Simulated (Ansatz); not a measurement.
Basis sets compared for Al2Sb. The state is a doublet with charge 0. Geometry PBE-D4/def2-TZVP. Ansatz on 4 threads of Arm Neoverse V1 on a shared host; times are rough, and most runs start from earlier orbitals.

Cartesian coordinates in Å:
```
Al 0.3754 0.0269 -1.4510
Al -1.4538 -0.0039 0.3660
Sb 1.0784 -0.0230 1.0851
```

In the def2 sets Sb takes a core potential; there is no spin–orbit coupling. At r2SCAN-D4/def2-TZVP, r2SCAN-D4/def2-TZVPD, PBE0-D4/def2-SVP, PBE0-D4/def2-TZVP and others the charge 0 doublet is spin-contaminated (final ⟨S²⟩ up to 1.02, 0.75 for a pure state). The structure comes from a short search, and lower isomers may exist.

Binding counts from free atoms (Al doublet, Sb quartet) in the same basis, without a counterpoise term.

| level | functions | energy (Eh) | HOMO (eV) | LUMO (eV) | binding per atom (eV) | wall time |
| --- | --- | --- | --- | --- | --- | --- |
| PBE-D4/def2-SVP | 62 | -724.6662 | -4.81 | -4.09 | 1.64 | 0.96 s |
| PBE-D4/def2-TZVP | 124 | -724.8458 | -4.80 | -4.05 | 1.66 | 1.8 s |
| r2SCAN-D4/def2-TZVP | 124 | -725.1465 | -5.11 | -3.79 | 1.59 | 5 s |
| PBE0-D4/def2-SVP | 62 | -724.7145 | -5.69 | -3.45 | 1.52 | 1.2 s |
| PBE0-D4/def2-TZVP (with forces) | 124 | -724.8913 | -5.66 | -3.38 | 1.55 | 6.5 s |

Estimate the rows for PBE-D4/def2-TZVPD, r2SCAN-D4/def2-TZVPD, PBE0-D4/def2-TZVPD.


```csv
level,functions,energy (Eh),HOMO (eV),LUMO (eV),binding per atom (eV),wall time
PBE-D4/def2-TZVPD,142,-724.8462,-4.81,-4.06,1.66,2.6 s
r2SCAN-D4/def2-TZVPD,142,-725.1470,-5.11,-3.79,1.59,6.5 s
PBE0-D4/def2-TZVPD,142,-724.8917,-5.66,-3.38,1.55,3.5 s
```
